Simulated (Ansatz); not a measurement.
System: C₄H₇Cl₂, charge 0, multiplicity 2. It need not be the lowest isomer of its formula. SMILES: [CH2][C@@H](CCCl)Cl
Structure (B3LYP-D3(BJ)/def2-TZVP (Ansatz, a quantum-chemistry and plane-wave program) minimum search):
```
C
H 1 1.0935
H 1 1.0940 2 107.33
C 1 1.5147 2 109.27 3 -117.05
H 4 1.0858 1 111.75 2 -176.99
H 4 1.0865 5 109.74 1 123.53
C 1 1.5183 2 107.52 3 117.18
H 7 1.0862 1 111.44 2 72.70
C 7 1.4561 8 112.64 1 130.71
H 9 1.0800 7 120.29 8 31.66
H 9 1.0818 10 118.48 7 -168.33
Cl 4 1.8099 5 106.35 6 114.34
Cl 7 1.8968 8 101.69 9 114.14
```
Charge 0, spin multiplicity 2.

Quantity: atomisation energy (electronic, to ground-state atoms), in kcal/mol. Correlated levels leave the core frozen unless marked. Open shells are spin-unrestricted. No spin-orbit coupling. Non-relativistic. The coupled-cluster limit lacks core correlation, which all-electron functionals hold. Basis-set limits of correlation are two-point, X^-3; Hartree-Fock from the larger set.

```
level                                        program  atomisation energy (kcal/mol)
------------------------------------  --------------  -----------------------------
BLYP-D3(BJ)/def2-TZVPD                Ansatz + dftd3                         1148.9
PBE0/def2-SVP                                 Ansatz                            [?]
PBE0-D3(BJ)/def2-TZVPD                Ansatz + dftd3                         1169.3
r2SCAN0-D4/def2-TZVPD                 Ansatz + dftd4                            [?]
CCSD/6-31G*                                   Ansatz                         1045.2
CCSD(T)/CBS(cc-pV(T+d)Z,cc-pV(Q+d)Z)          Ansatz                            [?]
```

What belongs in the gaps?


- PBE0/def2-SVP, atomisation energy (kcal/mol): 1171.6
- r2SCAN0-D4/def2-TZVPD, atomisation energy (kcal/mol): 1149.8
- CCSD(T)/CBS(cc-pV(T+d)Z,cc-pV(Q+d)Z), atomisation energy (kcal/mol): 1152.7
